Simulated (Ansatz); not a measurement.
Steps of a relaxation of `CC1=CC(C)=[O+][Al-]([OH])([Cl])[O]1` with RKS PBE-D4/def2-SVP.

```sh
$ ansatz run in.yaml --threads 4 --pin off --events-out ev --progress --plain --max-ram 66560MiB --backend cuda --devices 0, --max-vram 37GiB
```

```yaml
crystal:
  periodic: [false, false, false]
  atoms:
    - {symbol: C, position_ang: [2.121200, -1.219800, -1.365100]}
    - {symbol: C, position_ang: [1.121800, -0.460200, -0.466700]}
    - {symbol: C, position_ang: [-0.170900, -0.221900, -0.900000]}
    - {symbol: C, position_ang: [-1.130000, 0.493800, -0.114400]}
    - {symbol: C, position_ang: [-2.536200, 0.655500, -0.780400]}
    - {symbol: O, position_ang: [-1.047500, 0.955100, 1.062200]}
    - {symbol: Al, position_ang: [0.556100, 0.796100, 2.008600]}
    - {symbol: O, position_ang: [0.333600, -0.228000, 3.491300]}
    - {symbol: Cl, position_ang: [1.338100, 2.802100, 2.565200]}
    - {symbol: O, position_ang: [1.609600, -0.058100, 0.810600]}
    - {symbol: H, position_ang: [2.198900, -0.595100, -2.293500]}
    - {symbol: H, position_ang: [1.694100, -2.174900, -1.603400]}
    - {symbol: H, position_ang: [3.012800, -1.266600, -0.902000]}
    - {symbol: H, position_ang: [-0.440400, -0.558500, -1.858500]}
    - {symbol: H, position_ang: [-2.973200, -0.345100, -1.002500]}
    - {symbol: H, position_ang: [-3.230100, 1.235200, -0.068500]}
    - {symbol: H, position_ang: [-2.410200, 1.279700, -1.697500]}
    - {symbol: H, position_ang: [-0.085300, -1.078000, 3.166400]}
basis:
  gaussian: {orbitals: def2-SVP}
hamiltonian: {xc: pbe, dispersion: d4}
relax: {f_tol: 0.03, max_steps: 200}
```

Positions (Å) and forces (eV/Å) along the path, 9 of 30 steps:

```xyz
18
step=1 energy=-30545.2186 eV
C     2.121   -1.220   -1.365   -4.162    2.624   -0.988
C     1.122   -0.460   -0.467    2.408    0.334    3.100
C    -0.171   -0.222   -0.900    0.435    1.206    2.509
C    -1.130    0.494   -0.114   -2.411   -0.640   -1.959
C    -2.536    0.655   -0.780    0.334    0.913    1.246
O    -1.048    0.955    1.062    1.090    0.085    0.494
Al    0.556    0.796    2.009    0.498    0.470    2.514
O     0.334   -0.228    3.491   -0.495   -0.137   -1.995
Cl    1.338    2.802    2.565   -0.494   -1.116   -0.501
O     1.610   -0.058    0.811   -1.490   -1.238   -4.281
H     2.199   -0.595   -2.293    0.111   -0.448    0.176
H     1.694   -2.175   -1.603   -0.264   -1.112   -0.357
H     3.013   -1.267   -0.902    3.821   -0.415    1.910
H    -0.440   -0.558   -1.859   -0.599   -0.509   -1.639
H    -2.973   -0.345   -1.002    0.093    0.267   -0.165
H    -3.230    1.235   -0.069    0.795   -0.743   -0.730
H    -2.410    1.280   -1.698   -0.170   -0.386    0.010
H    -0.085   -1.078    3.166    0.498    0.845    0.655
18
step=12 energy=-30546.3385 eV
C     2.104   -1.172   -1.329    0.062   -0.072   -0.112
C     1.091   -0.497   -0.445    0.023    0.074   -0.038
C    -0.210   -0.235   -0.924   -0.008   -0.034    0.009
C    -1.206    0.416   -0.164    0.013    0.037   -0.011
C    -2.566    0.670   -0.758   -0.080   -0.011   -0.060
O    -1.023    0.841    1.041   -0.007   -0.022   -0.007
Al    0.548    0.770    2.016    0.008    0.018    0.006
O     0.391   -0.078    3.497    0.004    0.001    0.028
Cl    1.342    2.730    2.180   -0.005   -0.016   -0.012
O     1.501   -0.163    0.734   -0.012   -0.021    0.006
H     2.565   -0.413   -2.008   -0.064   -0.124    0.135
H     1.636   -1.950   -1.971    0.096    0.127    0.092
H     2.912   -1.613   -0.708   -0.108    0.049   -0.099
H    -0.463   -0.555   -1.944   -0.004   -0.015    0.014
H    -2.934   -0.217   -1.318    0.032    0.113    0.054
H    -3.282    0.944    0.042    0.062   -0.029   -0.083
H    -2.505    1.515   -1.482   -0.010   -0.082    0.096
H     0.061   -0.982    3.595    0.001    0.007   -0.017
18
step=19 energy=-30546.3703 eV
C     2.099   -1.197   -1.322    0.038    0.000   -0.051
C     1.082   -0.510   -0.455    0.045   -0.041    0.053
C    -0.228   -0.279   -0.924    0.017    0.000   -0.002
C    -1.217    0.388   -0.170   -0.028    0.054    0.016
C    -2.579    0.644   -0.749   -0.059    0.015   -0.048
O    -1.024    0.839    1.026    0.014   -0.020   -0.005
Al    0.561    0.817    1.978    0.007    0.014    0.028
O     0.438    0.026    3.497   -0.008   -0.009   -0.030
Cl    1.341    2.787    2.050   -0.002   -0.001   -0.005
O     1.499   -0.153    0.715   -0.017    0.006   -0.033
H     2.817   -0.436   -1.704   -0.049   -0.057    0.033
H     1.639   -1.714   -2.185    0.050    0.026    0.044
H     2.690   -1.910   -0.711   -0.046    0.031   -0.042
H    -0.488   -0.629   -1.931   -0.008    0.001   -0.004
H    -2.821   -0.044   -1.582    0.004    0.054    0.050
H    -3.344    0.574    0.050    0.037   -0.010   -0.054
H    -2.612    1.687   -1.138    0.000   -0.079    0.043
H     0.108   -0.878    3.606    0.007    0.015    0.007
18
step=20 energy=-30546.3747 eV
C     2.098   -1.204   -1.320    0.009   -0.003   -0.011
C     1.083   -0.512   -0.456    0.008   -0.007    0.004
C    -0.226   -0.276   -0.927    0.001   -0.001   -0.003
C    -1.216    0.391   -0.173   -0.006    0.008   -0.002
C    -2.582    0.639   -0.747   -0.015    0.005   -0.011
O    -1.023    0.841    1.023    0.004   -0.002    0.004
Al    0.564    0.826    1.972    0.002    0.001   -0.013
O     0.443    0.042    3.492   -0.002   -0.008    0.010
Cl    1.342    2.797    2.032    0.003    0.007   -0.004
O     1.500   -0.150    0.712   -0.005    0.005    0.002
H     2.849   -0.457   -1.657   -0.007   -0.011    0.012
H     1.648   -1.682   -2.210    0.009    0.007    0.006
H     2.648   -1.955   -0.718   -0.012    0.003   -0.008
H    -0.488   -0.626   -1.934   -0.001   -0.001    0.001
H    -2.801   -0.005   -1.618    0.002    0.015    0.008
H    -3.349    0.501    0.039    0.009   -0.008   -0.013
H    -2.644    1.701   -1.071   -0.003   -0.016    0.016
H     0.114   -0.860    3.614    0.002    0.005    0.002
18
step=22 energy=-30546.3785 eV
C     2.096   -1.215   -1.318    0.040   -0.021   -0.004
C     1.083   -0.513   -0.460   -0.012    0.042   -0.037
C    -0.223   -0.267   -0.935   -0.013   -0.004    0.001
C    -1.215    0.396   -0.179    0.007   -0.043   -0.003
C    -2.586    0.632   -0.746   -0.052    0.051   -0.014
O    -1.022    0.842    1.018   -0.003    0.017    0.004
Al    0.568    0.838    1.963   -0.003   -0.011   -0.028
O     0.453    0.069    3.490    0.001   -0.007    0.032
Cl    1.344    2.810    2.001    0.004    0.008   -0.005
O     1.500   -0.150    0.708    0.004   -0.005    0.029
H     2.899   -0.494   -1.586   -0.029   -0.030    0.017
H     1.661   -1.631   -2.245    0.007    0.011    0.022
H     2.582   -2.021   -0.730   -0.017    0.025   -0.025
H    -0.485   -0.615   -1.943    0.005    0.000    0.003
H    -2.770    0.059   -1.674    0.008    0.034    0.048
H    -3.352    0.384    0.019    0.053    0.011   -0.056
H    -2.698    1.718   -0.966   -0.002   -0.083    0.023
H     0.125   -0.830    3.632    0.001    0.004   -0.008
18
step=23 energy=-30546.3800 eV
C     2.095   -1.219   -1.316    0.018   -0.002   -0.007
C     1.085   -0.509   -0.462   -0.025    0.007   -0.018
C    -0.220   -0.259   -0.940   -0.010   -0.002    0.002
C    -1.214    0.397   -0.180    0.011   -0.026   -0.006
C    -2.587    0.629   -0.745   -0.019    0.023   -0.004
O    -1.023    0.839    1.019   -0.006    0.013    0.000
Al    0.568    0.841    1.961   -0.003   -0.011   -0.014
O     0.457    0.079    3.492    0.004    0.002    0.021
Cl    1.345    2.813    1.987    0.002    0.004   -0.005
O     1.499   -0.152    0.708    0.009    0.000    0.014
H     2.915   -0.512   -1.563   -0.004   -0.011    0.009
H     1.665   -1.615   -2.254   -0.002    0.007    0.013
H     2.557   -2.043   -0.734   -0.006    0.008   -0.007
H    -0.481   -0.604   -1.949    0.005    0.002    0.003
H    -2.760    0.084   -1.691    0.005    0.011    0.018
H    -3.350    0.343    0.007    0.022    0.004   -0.023
H    -2.718    1.718   -0.928   -0.001   -0.030    0.014
H     0.129   -0.819    3.641   -0.001    0.001   -0.010
18
step=24 energy=-30546.3797 eV rejected
C     2.094   -1.228   -1.314    0.057   -0.043   -0.023
C     1.082   -0.514   -0.463    0.036    0.098   -0.037
C    -0.217   -0.249   -0.948   -0.002   -0.032    0.021
C    -1.213    0.397   -0.184   -0.003    0.019    0.003
C    -2.589    0.624   -0.743   -0.114    0.060   -0.024
O    -1.025    0.832    1.018    0.000   -0.008    0.001
Al    0.570    0.846    1.953   -0.001    0.000    0.014
O     0.468    0.109    3.498    0.005    0.013   -0.003
Cl    1.345    2.821    1.945   -0.004   -0.013   -0.003
O     1.495   -0.161    0.710   -0.013   -0.038    0.009
H     2.955   -0.546   -1.499   -0.087   -0.070    0.021
H     1.677   -1.565   -2.283    0.043    0.016    0.074
H     2.497   -2.098   -0.751   -0.029    0.070   -0.063
H    -0.472   -0.581   -1.962   -0.004   -0.010    0.004
H    -2.732    0.150   -1.735   -0.003    0.061    0.121
H    -3.346    0.240   -0.022    0.101    0.054   -0.118
H    -2.766    1.722   -0.830    0.020   -0.179    0.014
H     0.140   -0.786    3.663   -0.001    0.000   -0.012
18
step=28 energy=-30546.3815 eV
C     2.094   -1.224   -1.315    0.000    0.002   -0.002
C     1.084   -0.510   -0.464   -0.004   -0.014    0.007
C    -0.219   -0.255   -0.943    0.002    0.004   -0.001
C    -1.214    0.396   -0.182    0.000    0.004   -0.002
C    -2.588    0.626   -0.744    0.000   -0.004    0.000
O    -1.025    0.834    1.019   -0.001    0.001   -0.002
Al    0.569    0.844    1.955   -0.002   -0.002   -0.005
O     0.465    0.101    3.496    0.003    0.003    0.016
Cl    1.345    2.817    1.956    0.002    0.005   -0.004
O     1.496   -0.160    0.711    0.002    0.005   -0.005
H     2.942   -0.536   -1.519    0.001   -0.001    0.001
H     1.674   -1.579   -2.273    0.002    0.001    0.000
H     2.515   -2.078   -0.747   -0.002    0.000   -0.001
H    -0.476   -0.594   -1.955    0.000    0.001    0.000
H    -2.741    0.134   -1.721    0.001    0.003    0.000
H    -3.347    0.272   -0.018    0.000   -0.002   -0.002
H    -2.750    1.719   -0.857   -0.001    0.000    0.003
H     0.136   -0.796    3.653   -0.003   -0.005   -0.005
18
step=30 energy=-30546.3821 eV
C     2.093   -1.228   -1.314    0.006   -0.006    0.000
C     1.084   -0.511   -0.464    0.010    0.010    0.003
C    -0.217   -0.249   -0.947    0.003   -0.003    0.000
C    -1.213    0.397   -0.184   -0.007   -0.001    0.008
C    -2.589    0.624   -0.743   -0.015    0.011   -0.001
O    -1.026    0.830    1.019    0.002    0.000   -0.004
Al    0.570    0.848    1.952    0.000    0.004   -0.004
O     0.470    0.116    3.499    0.002    0.002    0.009
Cl    1.347    2.821    1.931    0.000    0.000    0.000
O     1.494   -0.165    0.712   -0.003   -0.006   -0.006
H     2.961   -0.557   -1.484   -0.011   -0.009    0.001
H     1.683   -1.553   -2.286    0.007    0.002    0.007
H     2.482   -2.106   -0.758   -0.004    0.008   -0.009
H    -0.472   -0.583   -1.960   -0.001    0.001   -0.001
H    -2.725    0.174   -1.743   -0.002    0.010    0.017
H    -3.343    0.215   -0.039    0.014    0.007   -0.018
H    -2.777    1.717   -0.801    0.001   -0.026    0.000
H     0.141   -0.779    3.660   -0.002   -0.003   -0.002
```

It took 38 s on 4 threads of an AMD EPYC 7R13 on a shared host and a share of an NVIDIA H100 80 GB, with 0.85 GiB of host memory at the peak.
